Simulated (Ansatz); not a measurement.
A short molecular-dynamics run on `[F][Zr]([Cl])([Cl])[Cl]`.

```yaml
crystal:
  periodic: [false, false, false]
  atoms:
    - {symbol: F, position_ang: [-0.427916, -0.299484, 1.879667]}
    - {symbol: Zr, position_ang: [-0.008249, -0.026589, 0.070308]}
    - {symbol: Cl, position_ang: [1.823682, -1.338729, -0.492970]}
    - {symbol: Cl, position_ang: [-1.834924, -0.624472, -1.233840]}
    - {symbol: Cl, position_ang: [0.497306, 2.215572, -0.264566]}
basis:
  gaussian: {orbitals: def2-SVP}
hamiltonian: {xc: {name: revPBE}, dispersion: d4}
md: {timestep: 1 fs, n_steps: 20, ensemble: nve, temperature: 700, initial_velocities: maxwell_boltzmann, seed: 198}
```

```sh
$ ansatz run in.yaml --threads 4 --pin off --events-out ev --progress --plain --max-ram 10444MiB
```

| step | time (fs) | potential energy (eV) | kinetic (eV) | T (K) | conserved (eV) |
| --- | --- | --- | --- | --- | --- |
| 0 | 0.0 | -41553.9142 | 0.2714 | 700 | -41553.6427 |
| 1 | 1.0 | -41553.9130 | 0.2703 | 697 | -41553.6427 |
| 2 | 2.0 | -41553.9113 | 0.2686 | 693 | -41553.6427 |
| 3 | 3.0 | -41553.9091 | 0.2664 | 687 | -41553.6427 |
| 4 | 4.0 | -41553.9063 | 0.2636 | 680 | -41553.6427 |
| 5 | 5.0 | -41553.9031 | 0.2604 | 671 | -41553.6427 |
| 6 | 6.0 | -41553.8994 | 0.2567 | 662 | -41553.6427 |
| 7 | 7.0 | -41553.8953 | 0.2526 | 651 | -41553.6427 |
| 8 | 8.0 | -41553.8908 | 0.2481 | 640 | -41553.6427 |
| 9 | 9.0 | -41553.8860 | 0.2433 | 627 | -41553.6427 |
| 10 | 10.0 | -41553.8810 | 0.2383 | 615 | -41553.6427 |
| 11 | 11.0 | -41553.8758 | 0.2331 | 601 | -41553.6427 |
| 12 | 12.0 | -41553.8706 | 0.2279 | 588 | -41553.6427 |
| 13 | 13.0 | -41553.8654 | 0.2227 | 574 | -41553.6427 |
| 14 | 14.0 | -41553.8603 | 0.2176 | 561 | -41553.6427 |
| 15 | 15.0 | -41553.8554 | 0.2128 | 549 | -41553.6427 |
| 16 | 16.0 | -41553.8508 | 0.2082 | 537 | -41553.6427 |
| 17 | 17.0 | -41553.8466 | 0.2040 | 526 | -41553.6427 |
| 18 | 18.0 | -41553.8428 | 0.2002 | 516 | -41553.6427 |
| 19 | 19.0 | -41553.8395 | 0.1968 | 508 | -41553.6427 |
| 20 | 20.0 | -41553.8366 | 0.1939 | 500 | -41553.6427 |

Velocities are drawn at the set temperature; a run this short doesn't reach equilibrium.

Frames (Å, forces in eV/Å):

```xyz
5
time=0.0 fs
F    -0.428   -0.299    1.880   -0.149   -0.097    0.642
Zr   -0.008   -0.027    0.070    0.058    0.038   -0.251
Cl    1.824   -1.339   -0.493    0.324   -0.232   -0.100
Cl   -1.835   -0.624   -1.234   -0.323   -0.106   -0.231
Cl    0.497    2.216   -0.265    0.090    0.397   -0.060
5
time=1.0 fs
F    -0.436   -0.300    1.881   -0.139   -0.100    0.635
Zr   -0.008   -0.029    0.073    0.030    0.169   -0.225
Cl    1.822   -1.334   -0.496    0.382   -0.280   -0.112
Cl   -1.832   -0.622   -1.232   -0.347   -0.119   -0.252
Cl    0.499    2.216   -0.269    0.075    0.330   -0.046
5
time=2.0 fs
F    -0.445   -0.301    1.882   -0.126   -0.101    0.617
Zr   -0.007   -0.032    0.075   -0.002    0.297   -0.188
Cl    1.821   -1.329   -0.500    0.439   -0.328   -0.125
Cl   -1.830   -0.620   -1.231   -0.370   -0.131   -0.272
Cl    0.501    2.217   -0.274    0.060    0.262   -0.032
5
time=3.0 fs
F    -0.453   -0.302    1.884   -0.111   -0.100    0.587
Zr   -0.006   -0.035    0.077   -0.037    0.421   -0.141
Cl    1.820   -1.324   -0.503    0.493   -0.373   -0.137
Cl   -1.828   -0.617   -1.230   -0.390   -0.142   -0.291
Cl    0.502    2.217   -0.278    0.045    0.195   -0.017
5
time=4.0 fs
F    -0.462   -0.303    1.886   -0.092   -0.098    0.547
Zr   -0.006   -0.038    0.079   -0.075    0.540   -0.086
Cl    1.819   -1.320   -0.506    0.546   -0.417   -0.150
Cl   -1.826   -0.615   -1.228   -0.409   -0.153   -0.309
Cl    0.504    2.218   -0.283    0.030    0.128   -0.003
5
time=5.0 fs
F    -0.471   -0.304    1.888   -0.071   -0.095    0.498
Zr   -0.005   -0.041    0.081   -0.115    0.653   -0.024
Cl    1.818   -1.315   -0.510    0.596   -0.458   -0.161
Cl   -1.824   -0.613   -1.227   -0.425   -0.162   -0.325
Cl    0.506    2.219   -0.287    0.015    0.062    0.012
5
time=6.0 fs
F    -0.479   -0.305    1.890   -0.047   -0.090    0.441
Zr   -0.004   -0.043    0.083   -0.157    0.760    0.044
Cl    1.818   -1.311   -0.513    0.642   -0.496   -0.173
Cl   -1.822   -0.611   -1.226   -0.439   -0.171   -0.339
Cl    0.507    2.220   -0.292    0.000   -0.002    0.027
5
time=7.0 fs
F    -0.488   -0.306    1.893   -0.021   -0.085    0.377
Zr   -0.004   -0.046    0.086   -0.199    0.860    0.115
Cl    1.817   -1.306   -0.517    0.684   -0.531   -0.183
Cl   -1.820   -0.609   -1.225   -0.450   -0.178   -0.352
Cl    0.509    2.220   -0.296   -0.014   -0.065    0.042
5
time=8.0 fs
F    -0.497   -0.307    1.896    0.007   -0.078    0.308
Zr   -0.003   -0.048    0.088   -0.243    0.952    0.189
Cl    1.817   -1.302   -0.520    0.722   -0.563   -0.192
Cl   -1.818   -0.607   -1.224   -0.458   -0.185   -0.362
Cl    0.511    2.221   -0.300   -0.028   -0.126    0.057
5
time=9.0 fs
F    -0.506   -0.308    1.899    0.036   -0.071    0.235
Zr   -0.002   -0.051    0.090   -0.286    1.037    0.264
Cl    1.817   -1.298   -0.524    0.755   -0.591   -0.200
Cl   -1.816   -0.605   -1.223   -0.464   -0.190   -0.371
Cl    0.512    2.222   -0.305   -0.042   -0.185    0.072
5
time=10.0 fs
F    -0.514   -0.309    1.902    0.067   -0.063    0.160
Zr   -0.002   -0.053    0.092   -0.328    1.113    0.338
Cl    1.817   -1.295   -0.528    0.782   -0.614   -0.206
Cl   -1.815   -0.603   -1.223   -0.467   -0.195   -0.377
Cl    0.514    2.222   -0.309   -0.055   -0.241    0.086
5
time=11.0 fs
F    -0.523   -0.310    1.905    0.098   -0.055    0.083
Zr   -0.001   -0.055    0.094   -0.368    1.181    0.408
Cl    1.817   -1.291   -0.531    0.804   -0.633   -0.211
Cl   -1.814   -0.601   -1.222   -0.467   -0.198   -0.381
Cl    0.516    2.223   -0.314   -0.067   -0.295    0.101
5
time=12.0 fs
F    -0.532   -0.312    1.909    0.130   -0.046    0.007
Zr   -0.001   -0.057    0.097   -0.405    1.240    0.475
Cl    1.818   -1.287   -0.535    0.819   -0.648   -0.214
Cl   -1.812   -0.599   -1.222   -0.464   -0.200   -0.383
Cl    0.517    2.224   -0.318   -0.080   -0.346    0.116
5
time=13.0 fs
F    -0.540   -0.313    1.912    0.161   -0.038   -0.068
Zr    0.000   -0.059    0.099   -0.440    1.290    0.535
Cl    1.819   -1.284   -0.539    0.828   -0.658   -0.214
Cl   -1.811   -0.597   -1.221   -0.459   -0.201   -0.383
Cl    0.519    2.224   -0.323   -0.091   -0.393    0.130
5
time=14.0 fs
F    -0.549   -0.314    1.915    0.193   -0.029   -0.140
Zr    0.000   -0.061    0.102   -0.470    1.332    0.589
Cl    1.820   -1.281   -0.543    0.831   -0.664   -0.213
Cl   -1.810   -0.595   -1.221   -0.451   -0.201   -0.381
Cl    0.520    2.224   -0.327   -0.102   -0.438    0.144
5
time=15.0 fs
F    -0.557   -0.315    1.918    0.223   -0.021   -0.208
Zr    0.000   -0.062    0.104   -0.496    1.364    0.634
Cl    1.821   -1.278   -0.547    0.826   -0.664   -0.208
Cl   -1.810   -0.594   -1.221   -0.440   -0.200   -0.376
Cl    0.522    2.225   -0.331   -0.113   -0.479    0.158
5
time=16.0 fs
F    -0.565   -0.317    1.921    0.253   -0.013   -0.272
Zr    0.001   -0.064    0.107   -0.518    1.388    0.670
Cl    1.822   -1.275   -0.551    0.815   -0.660   -0.202
Cl   -1.809   -0.592   -1.221   -0.427   -0.198   -0.369
Cl    0.523    2.225   -0.335   -0.123   -0.517    0.172
5
time=17.0 fs
F    -0.574   -0.318    1.924    0.281   -0.005   -0.330
Zr    0.001   -0.065    0.109   -0.534    1.403    0.697
Cl    1.824   -1.273   -0.555    0.797   -0.652   -0.193
Cl   -1.808   -0.590   -1.221   -0.411   -0.195   -0.360
Cl    0.525    2.225   -0.340   -0.133   -0.552    0.186
5
time=18.0 fs
F    -0.582   -0.319    1.927    0.307    0.002   -0.383
Zr    0.001   -0.066    0.112   -0.545    1.410    0.713
Cl    1.826   -1.270   -0.559    0.772   -0.638   -0.181
Cl   -1.808   -0.589   -1.221   -0.393   -0.191   -0.349
Cl    0.526    2.224   -0.344   -0.141   -0.583    0.199
5
time=19.0 fs
F    -0.590   -0.321    1.930    0.332    0.009   -0.428
Zr    0.001   -0.067    0.115   -0.551    1.409    0.718
Cl    1.828   -1.268   -0.563    0.742   -0.621   -0.167
Cl   -1.807   -0.587   -1.221   -0.373   -0.187   -0.335
Cl    0.528    2.224   -0.348   -0.150   -0.610    0.212
5
time=20.0 fs
F    -0.597   -0.322    1.932    0.354    0.016   -0.467
Zr    0.001   -0.068    0.117   -0.550    1.401    0.712
Cl    1.830   -1.266   -0.568    0.705   -0.600   -0.150
Cl   -1.807   -0.586   -1.221   -0.351   -0.182   -0.320
Cl    0.529    2.223   -0.352   -0.158   -0.635    0.225
```

Run time 29 s (4 threads of an Arm Neoverse V1 on a shared host); peak host memory 0.41 GiB.
